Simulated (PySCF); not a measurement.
Unknown compound

The spectra below were simulated for a compound C$_{3}$F$_{4}$N$_{2}$O.

13C{1H} NMR (computed): δ 183.1 (C), 168.2 (C), 127.1 (C).

Computational details: PBE0/pcSseg-1 with gauge-including orbitals, GFN2-xTB geometry, in PySCF 2.14 (no solvent model, one computed conformer, fast rotation and ring inversion assumed for equivalent nuclei, non-relativistic).

Chemical shifts δ = σref − σ; 13C against TMS, all at this level.

Task: Propose a structure and justify it.

Result: 
- Rings plus π bonds: 3 (1 ring in the answer).
- 3 carbon signals for 3 carbons: no two carbons are equivalent.
- Carbon types of the structure: 3 × C.
- δC 183.1: aromatic carbon bearing fluorine; σ withdrawal by the attached heteroatom moves it downfield of the ring CH carbons.
- δC 168.2: substituted aromatic carbon next to a ring nitrogen.
- δC 127.1: CF3 carbon; 3 electronegative neighbours deshield it.

These data were computed for `N1=C(F)ON=C1C(F)(F)F`.

The shifts were computed for this structure.

Splittings by 19F in the carbon and heteronuclear signals aren't shown, as no couplings were computed. Shifts are as computed. Against solution values, carbons near 30 ppm lie about +3 ppm off and those near 130 ppm about +5 ppm (rms about the fit 2.1 ppm; single classes can miss by 10 ppm). Of 1328 compounds with measured shifts, 309 miss one by over three times the rms of a fit or turn the order of signals round; such compounds aren't used in these exercises. Signals without a measured value on file couldn't be tested in this way; 1H shifts scatter by 0.2 ppm about their fit, and single ones miss by 0.5 ppm.
